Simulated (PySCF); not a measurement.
Job file and geometry (Å, from PBE0-D3(BJ)/def2-SVP) of a spin–spin coupling run on `[GeH3-]`, [GeH₃]-, PySCF 2.14.0, density-fitted response routines, PBE/pcJ-1 Ge:pcSseg-1 indirect spin-spin coupling, non-relativistic, gas phase; density fitting, a coarse starting grid and PySCF grid level 2 are the driver's defaults:

```
{"job": {"kind": "j", "xc": "PBE", "basis": "pcJ-1"}, "charge": -1, "multiplicity": 1}
Ge    -0.005510     0.005629     0.672289
H      1.350382    -0.032378    -0.212843
H     -0.646006     1.181382    -0.239214
H     -0.698867    -1.154643    -0.220223
```

Q: Write the output of this run.

A: 
```
coarse grid: 14832 points
cycle   1  E = -2078.2047788457  dE = -8.787e-01  |g| = 9.591e-01  |ddm| = 1.659e+00
cycle   2  E = -2078.2090601237  dE = -4.281e-03  |g| = 9.273e-01  |ddm| = 1.027e+00
cycle   3  E = -2078.2619277347  dE = -5.287e-02  |g| = 1.280e-01  |ddm| = 3.986e-01
cycle   4  E = -2078.2639963359  dE = -2.069e-03  |g| = 3.620e-02  |ddm| = 3.286e-01
cycle   5  E = -2078.2644176647  dE = -4.213e-04  |g| = 3.624e-03  |ddm| = 1.048e-01
cycle   6  E = -2078.2644240552  dE = -6.390e-06  |g| = 8.524e-04  |ddm| = 9.494e-03
final grid: 29160 points
cycle   7  E = -2078.2644444460  dE = -2.027e-08  |g| = 8.394e-04  |ddm| = 3.379e-03
cycle   8  E = -2078.2644443980  dE =  4.795e-08  |g| = 8.746e-04  |ddm| = 3.869e-03
cycle   9  E = -2078.2644447710  dE = -3.730e-07  |g| = 1.359e-04  |ddm| = 2.250e-03
cycle  10  E = -2078.2644447745  dE = -3.544e-09  |g| = 1.868e-05  |ddm| = 2.262e-04
cycle  11  E = -2078.2644447746  dE = -9.595e-11  |g| = 1.565e-06  |ddm| = 3.771e-05
converged SCF energy = -2078.2644447746

Indirect spin-spin couplings (Hz)
  i      j    bonds     total        FC       PSO       DSO        SD
  1 H    2 H    2     -9.694    -9.256     0.571    -1.075     0.067
  1 H    3 H    2     -9.687    -9.251     0.571    -1.074     0.067
  2 H    3 H    2     -9.672    -9.234     0.571    -1.076     0.067
```

Size and cost of the density-fitted run: 71 basis functions, 1.9 s wall time on 1 thread of an Arm Neoverse V2, shared host.
